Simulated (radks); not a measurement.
Values are calculated unless marked as measured or tabulated.
Species: neutral xenon. Configuration: [Xe].

Code: a radial shooting solver on a logarithmic mesh with Libxc functionals. Model: scalar-relativistic Kohn-Sham, PBE, spin-unpolarised, spherical densities, finite nucleus; Fermi nuclear charge, rms radius 4.7859 fm.

Energy parts (Ry):
part                        energy
total                 -14894.07475
kinetic                15661.56264
electron-nucleus      -36048.19604
Hartree                 5865.71587
exchange-correlation    -373.15722

Orbitals (lengths in bohr, moments of r in powers of bohr; r(max) is where P^2 peaks):
\begin{tabular}{lrrrr}
orbital & occ. & eigenvalue (Ry) & <r^2> & r(max) \\ \hline
1s & 2 & -2526.179 & 0.0009638 & 0.01716 \\
2s & 2 & -393.1569 & 0.01549 & 0.09696 \\
2p & 6 & -352.7885 & 0.01228 & 0.07780 \\
3s & 2 & -80.41671 & 0.1073 & 0.2789 \\
3p & 6 & -67.37745 & 0.1074 & 0.2729 \\
3d & 10 & -48.03929 & 0.09328 & 0.2260 \\
4s & 2 & -14.51177 & 0.5800 & 0.6611 \\
4p & 6 & -10.38309 & 0.6661 & 0.6935 \\
4d & 10 & -4.36468 & 0.8980 & 0.7483 \\
5s & 2 & -1.45087 & 3.926 & 1.625 \\
5p & 6 & -0.60524 & 6.181 & 1.912 \\
\end{tabular}

The highest occupied level is 5p at -8.235 eV. For comparison, the ionisation energy in NIST's Atomic Spectra Database is 12.130 eV (measured). In exact Kohn-Sham theory the highest level is minus the ionisation energy, but local and semilocal functionals leave it too shallow, through self-interaction and a potential that decays too fast; potentials with the right tail come closer. The electron density at the nucleus is 2.806e+05 e/bohr^3 (large components only).
